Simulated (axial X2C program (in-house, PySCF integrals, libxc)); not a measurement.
## Testing model relations on MoI

A bond curve at the PBE0 level, non-relativistic, was computed with an in-house all-electron X2C program for linear molecules (integrals from PySCF) (basis I dyall-v2z [8s7p6d], Mo dyall-v2z [9s8p6d2f] (cores contracted in-house)) for the state M_S = 5/2, Λ = 0 (beyond evenly filled blocks: σα, π+α, π-α, δ+α, δ-α). Its fit gives Re = 2.6923 Å, ωe = 199.9 cm⁻¹, ωexe = 0.481 cm⁻¹ and αe = 1.363e-04 cm⁻¹; the masses are 126.9045 and 97.9054 u. The Hamiltonian is X2C with the speed of light multiplied by 100, the non-relativistic limit, so these are model numbers and not those of the real molecule.

Find the reduced mass, Be and the force constant.

From the PBE0 values: μ = 55.2673 u. Be = 16.8576/(μ Re²) = 0.04208 cm⁻¹. k = 5.8918×10⁻⁷ μ ωe² = 1.3 mdyn/Å.

The dipole moment p changes by 4.64 D/Å at Re. What harmonic infrared intensity follows?

I = 42.256 × (dp/dR)²/μ = 16 km/mol.

Estimate De from a Morse curve and compare with the computed well depth of 2.907 eV to I + Mo.

De(Morse) = ωe²/(4ωexe) = 2.575 eV against 2.907 eV computed, a ratio of 0.89. For De the Morse form works well here.

Estimate the centrifugal constant by the Kratzer relation.

D = 4Be³/ωe² = 7.46e-09 cm⁻¹.

Where do the fundamental and the first overtone lie?

ν(1←0) = ωe − 2ωexe = 198.9 cm⁻¹; ν(2←0) = 2ωe − 6ωexe = 396.9 cm⁻¹.

One determinant describes the state; a PBE0 search over occupations chose it and may have missed a lower one. Dissociation energies refer to the lowest single-determinant-based atoms at the same level and basis. The functionals have no current-density term, which raises determinants with orbital currents, atoms included.
